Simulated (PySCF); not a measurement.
Cost against size for one kind of job: PBE0-D3(BJ)/def2-SVP geometry optimisation, gas phase (PySCF 2.14.0); work: geometry optimisation from a GFN2-xTB start. Hardware: one thread of an x86-64 server, shared host. Times come from a shared host and carry two figures at best.

```
        species (SMILES)  atoms  electrons  basis functions  SCF cycles  gradient evaluations  wall time
[O]=[Cr-](=[O])(=[O])[F]      5         58               87          26                     3          ?
          C[O][GeH2][Br]      9         86              117          96                    16       86 s
          C[Se][Cd][CH3]     10        100              121          80                    12          ?
        CCOC(=O)C(F)(F)F     14         72              151         117                    17    3.3 min
         CC(=O)Oc1cccnc1     17         72              175          48                     7    2.6 min
   C#CCC(=O)N[C@H](C)C=C     21         74              195          90                    12    3.3 min
```

Question: Estimate the withheld figures.

Answer: `[O]=[Cr-](=[O])(=[O])[F]`: 7.3 s; `C[Se][Cd][CH3]`: 67 s.

Question: With all rows, how does the wall time grow with the number of basis functions N?

Answer: A straight line through log(time) against log(N) has slope 3.8 between N = 87 and 195, and the rows scatter about it by a factor of about 1.9 (standard error of the fit). This is a fit to these rows, whose iteration counts differ, not the method's formal scaling.
